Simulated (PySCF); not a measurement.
Simulated outer-valence photoelectron spectrum of `FC=[Se]`. The calculation used EOM-IP-CCSD/aug-cc-pVDZ in PySCF, restricted Hartree–Fock reference, 11 core orbitals frozen, non-relativistic, gas phase, PBE0-D3(BJ)/def2-SVP geometry.

Each root has a Gaussian of 0.8 eV full width with its one-hole share as area; cross sections and vibrations are left out, and the highest printed point is 100.

```json
{"ionisation energy (eV)": "8.2", "intensity": "0"}
{"ionisation energy (eV)": "8.4", "intensity": "2"}
{"ionisation energy (eV)": "8.6", "intensity": "8"}
{"ionisation energy (eV)": "8.8", "intensity": "26"}
{"ionisation energy (eV)": "9.0", "intensity": "58"}
{"ionisation energy (eV)": "9.2", "intensity": "91"}
{"ionisation energy (eV)": "9.4", "intensity": "100"}
{"ionisation energy (eV)": "9.6", "intensity": "78"}
{"ionisation energy (eV)": "9.8", "intensity": "43"}
{"ionisation energy (eV)": "10.0", "intensity": "20"}
{"ionisation energy (eV)": "10.2", "intensity": "16"}
{"ionisation energy (eV)": "10.4", "intensity": "33"}
{"ionisation energy (eV)": "10.6", "intensity": "66"}
{"ionisation energy (eV)": "10.8", "intensity": "96"}
{"ionisation energy (eV)": "11.0", "intensity": "98"}
{"ionisation energy (eV)": "11.2", "intensity": "71"}
{"ionisation energy (eV)": "11.4", "intensity": "36"}
{"ionisation energy (eV)": "11.6", "intensity": "13"}
{"ionisation energy (eV)": "11.8", "intensity": "3"}
{"ionisation energy (eV)": "12.0", "intensity": "1"}
{"ionisation energy (eV)": "12.2", "intensity": "1"}
{"ionisation energy (eV)": "12.4", "intensity": "6"}
{"ionisation energy (eV)": "12.6", "intensity": "19"}
{"ionisation energy (eV)": "12.8", "intensity": "47"}
{"ionisation energy (eV)": "13.0", "intensity": "82"}
{"ionisation energy (eV)": "13.2", "intensity": "100"}
{"ionisation energy (eV)": "13.4", "intensity": "86"}
{"ionisation energy (eV)": "13.6", "intensity": "53"}
{"ionisation energy (eV)": "13.8", "intensity": "23"}
{"ionisation energy (eV)": "14.0", "intensity": "7"}
{"ionisation energy (eV)": "14.2", "intensity": "1"}
{"ionisation energy (eV)": "14.4", "intensity": "0"}
{"ionisation energy (eV)": "14.6", "intensity": "0"}
{"ionisation energy (eV)": "14.8", "intensity": "0"}
{"ionisation energy (eV)": "15.0", "intensity": "0"}
{"ionisation energy (eV)": "15.2", "intensity": "2"}
{"ionisation energy (eV)": "15.4", "intensity": "8"}
{"ionisation energy (eV)": "15.6", "intensity": "25"}
{"ionisation energy (eV)": "15.8", "intensity": "55"}
{"ionisation energy (eV)": "16.0", "intensity": "86"}
{"ionisation energy (eV)": "16.2", "intensity": "97"}
{"ionisation energy (eV)": "16.4", "intensity": "84"}
{"ionisation energy (eV)": "16.6", "intensity": "70"}
{"ionisation energy (eV)": "16.8", "intensity": "76"}
{"ionisation energy (eV)": "17.0", "intensity": "94"}
{"ionisation energy (eV)": "17.2", "intensity": "94"}
{"ionisation energy (eV)": "17.4", "intensity": "69"}
{"ionisation energy (eV)": "17.6", "intensity": "36"}
{"ionisation energy (eV)": "17.8", "intensity": "13"}
{"ionisation energy (eV)": "18.0", "intensity": "4"}
{"ionisation energy (eV)": "18.2", "intensity": "1"}
```

Where are the maxima, and how many lines lie under the curve?

5 maxima, at 9.4, 10.9, 13.2, 16.2 and 17.1 eV, from 5 lines.

List the lines with their holes.

```csv
E (eV),leading hole (HF orbital),area,Koopmans (eV)
9.36,HOMO,0.96,9.64
10.91,HOMO-1,0.96,10.68
13.21,HOMO-2,0.95,14.38
16.16,HOMO-3,0.91,18.57
17.13,HOMO-4,0.91,20.06
```

The widest gap, 2.95 eV, lies between 13.21 and 16.16 eV. Only orbitals with −ε under 21 eV, eight at most, were ionised, so the high end of the curve may lack lines.

Time: 2.9 min of wall time; peak memory 0.90 GiB. Hardware: one thread of an Arm Neoverse V2 (shared host).
